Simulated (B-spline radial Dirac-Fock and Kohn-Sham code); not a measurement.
Auger parameter of bismuth: the L3 level and its strongest L3-MM line

Calculated with a radial atomic solver, using relaxed Dirac-Fock hole states (ΔSCF) with Breit and QED corrections and a finite nucleus. The modified Auger parameter α′ is the binding energy plus the kinetic energy of the Auger electron; it does not depend on the energy zero. For free ions it tends to fall with charge, since less charge screens the final holes.

| species | configuration | binding 2p3/2 (eV) | Auger line | kinetic (eV) | α′ (eV) |
| --- | --- | --- | --- | --- | --- |
| Bi | [Xe] 4f14 5d10 6s2 6p3 | 13426.5 | M4M5 J=4 | 8049.6 | 21476.1 |
| Bi⁺ | [Xe] 4f14 5d10 6s2 6p2 | 13435.6 | M4M5 J=4 | 8039.1 | 21474.7 |
| Bi⁺ (Watson 2.2 Å) | [Xe] 4f14 5d10 6s2 6p2 | 13429.2 | M4M5 J=4 | 8045.6 | 21474.8 |
| Bi²⁺ | [Xe] 4f14 5d10 6s2 6p1 | 13445.8 | M4M5 J=4 | 8027.8 | 21473.5 |
| Bi²⁺ (Watson 1.8 Å) | [Xe] 4f14 5d10 6s2 6p1 | 13430.2 | M4M5 J=4 | 8043.6 | 21473.8 |
| Bi²⁺ (Watson 2.2 Å) | [Xe] 4f14 5d10 6s2 6p1 | 13432.8 | M4M5 J=4 | 8040.8 | 21473.6 |
| Bi³⁺ | [Xe] 4f14 5d10 6s2 | 13456.9 | M4M5 J=4 | 8015.6 | 21472.5 |
| Bi³⁺ (Watson 1.8 Å) | [Xe] 4f14 5d10 6s2 | 13433.0 | M4M5 J=4 | 8039.6 | 21472.6 |
| Bi⁴⁺ | [Xe] 4f14 5d10 6s1 | 13470.4 | M4M5 J=4 | 8001.2 | 21471.6 |
| Bi⁴⁺ (Watson 2.7 Å) | [Xe] 4f14 5d10 6s1 | 13449.1 | M4M5 J=4 | 8022.5 | 21471.6 |
| Bi⁴⁺ (Watson 3 Å) | [Xe] 4f14 5d10 6s1 | 13451.2 | M4M5 J=4 | 8020.4 | 21471.6 |
| Bi⁵⁺ | [Xe] 4f14 5d10 | 13484.7 | M4M5 J=4 | 7986.1 | 21470.8 |
| Bi⁵⁺ (Watson 1.8 Å) | [Xe] 4f14 5d10 | 13444.7 | M4M5 J=4 | 8026.1 | 21470.8 |
